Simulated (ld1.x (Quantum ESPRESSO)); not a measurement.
## Which setting gave this result? (neodymium, TM)

Base potential:

| Item | Value |
| --- | --- |
| Element | Nd (Z = 60) |
| Generator | ld1.x (Quantum ESPRESSO) 7.5 |
| Type | norm-conserving Troullier–Martins (Kleinman–Bylander form) |
| Functional | LDA (PZ) |
| Relativity | scalar-relativistic |
| Frozen core | [Kr] 4d10 4f3 |
| Valence charge | 11 |
| Reference configuration | 5s2 5p6 5d1 6s2 6p0 |
| Partial waves | 5s (bound): rc 2.10 bohr; 5p (bound): rc 2.45 bohr; 5d (bound): rc 2.35 bohr |
| Local potential | the d channel |
| Core correction | none |

Occupied shells without a wave of their own: 6s. They enter only through the test configuration that unscreens the potential.

Cutoffs, loose and tight: the cutoffs (Ry, on a coarse ladder) from which the occupation-weighted sum of valence levels, in a spherical-Bessel basis at the reference potential, stays within 10 and 1 mRy of its value at 400 Ry. They do not see the model core or the augmentation charge, which bear on the density cutoff. Test errors are all-electron minus pseudo excitation energies from the reference, over the configurations 5s2 5p6 5d1 6s1 6p0; 5s2 5p6 5d1 6s0 6p0; 5s2 5p6 5d0 6s0 6p0; 5s2 5p6 5d1 6s1.5 6p0; 5s2 5p6 5d2 6s1 6p0; 5s2 5p6 5d1.5 6s1.5 6p0; 5s2 5p6 5d0 6s2 6p0 (two spin-polarised tests are not counted in the largest error); variants that change the core or the reference have their own tests.

Only the s radius is moved (3 further runs of the sweep failed or gave no value and are left out):

```tsv
s radius (bohr)	cutoff, loose	cutoff, tight	bound ghosts	largest test error (meV)	median size of the test errors
2.2	30 Ry	40 Ry	none	+2279	389.0 meV
2.38	21 Ry	35 Ry	none	+2203	376.6 meV
2.92	18 Ry	25 Ry	none	+449	105.4 meV
3.14	18 Ry	25 Ry	none	-506	47.0 meV
```

Task: One more run gave cutoff, loose: 18 Ry; cutoff, tight: 30 Ry; bound ghosts: none; largest test error (meV): +1529; median size of the test errors: 272.8 meV. Which value of the s radius was used?

Result: 2.64 bohr. The median size of the test errors moves one way along this sweep, from 389.0 meV at 2.2 to 47.0 meV at 3.14 bohr, which places the run between 2.38 and 2.92 bohr.
